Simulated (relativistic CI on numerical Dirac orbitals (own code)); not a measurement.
## Radial parameters of Cd²⁵⁺

Computed by Dirac-Coulomb-Breit CI, orbitals from a KLI potential per configuration, model QED (radiative potential, 1s self-energy scaled to tabulated hydrogen-like ionisation energies), unscaled Slater integrals (own radial code, finite nucleus).

Slater integrals F^k, G^k are unscaled and averaged over j, outside the closed core [Ne]; ζ comes from projecting the Hamiltonian with its Breit term on Σ l·s of the shell.

- 3s2 3p6 3d5: F^2(3d,3d) = 335640, F^4(3d,3d) = 215940, ζ(3d) = 26239 cm⁻¹; <r>(3d) = 0.3017, <r^2>(3d) = 0.1062 (bohr units).
- 3s2 3p5 3d6: ζ(3p) = 210960, F^2(3d,3d) = 334810, F^4(3d,3d) = 215380, F^2(3p,3d) = 298160, G^1(3p,3d) = 328720, G^3(3p,3d) = 216150, ζ(3d) = 25862 cm⁻¹; <r>(3p) = 0.3332, <r^2>(3p) = 0.1283, <r>(3d) = 0.3023, <r^2>(3d) = 0.1067 (bohr units).
- 3s2 3p4 3d7: F^2(3p,3p) = 297900, ζ(3p) = 210760, F^2(3d,3d) = 333960, F^4(3d,3d) = 214810, F^2(3p,3d) = 297740, G^1(3p,3d) = 328650, G^3(3p,3d) = 215980, ζ(3d) = 25489 cm⁻¹; <r>(3p) = 0.3337, <r^2>(3p) = 0.1286, <r>(3d) = 0.303, <r^2>(3d) = 0.1072 (bohr units).

Give the Racah parameters of the d shell in 3s2 3p6 3d5.

B = F²/49 − 5F⁴/441 = 4402 cm⁻¹ and C = 35F⁴/441 = 17138 cm⁻¹.

Averages of the first 10 configurations, taken without configuration mixing, which lowers the lowest level and can move excited configurations by several eV; other configurations of the list can lie among them:

```
 Configuration  Parity  States  Average energy above the lowest level (eV)
   3s2 3p6 3d5    even     252                                        31.5
   3s2 3p5 3d6     odd    1260                                       230.3
   3s2 3p4 3d7    even    1800                                       433.7
    3s 3p6 3d6    even     420                                       373.5
       3p6 3d7    even     120                                       721.6
    3s 3p5 3d7     odd    1440                                       571.2
3s2 3p6 3d4 4s    even     420                                       559.5
3s2 3p6 3d4 4p     odd    1260                                       610.4
3s2 3p6 3d4 4d    even    2100                                       682.8
3s2 3p6 3d4 4f     odd    2940                                       749.3
```
